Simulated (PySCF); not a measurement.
H2Mo, neutral, multiplicity 5. Atoms are numbered in the order given.

```xyz
3

Mo     0.0000     0.0000    -0.0449
H      0.0000     1.3924     0.9423
H      0.0000    -1.3924     0.9423
```
Charge 0, spin multiplicity 5.

Geometry: r2SCAN-D4/def2-TZVPD. The multiplicity is an assumed one; other spin states were not compared. The def2 effective core potentials stand for the cores of Mo; spin–orbit coupling is left out.

Computed with PBE/def2-TZVPD run with PySCF.

Mulliken values depend strongly on the basis, most of all with diffuse functions as here. ESP charges are fitted to the potential on shells at 1.4 to 2.0 van der Waals radii. Atomic charges (e):

```
atom  ESP fit  Mulliken  Mulliken spin
----  -------  --------  -------------
Mo1         ?     -0.07           4.33
H2          ?      0.04          -0.16
H3          ?      0.04          -0.16
```

Question: What belongs in the gaps? (An estimate is asked for; the answer gives what the named calculation found.)

Answer: 
- Mo1, ESP fit: 0.45
- H2, ESP fit: -0.22
- H3, ESP fit: -0.22
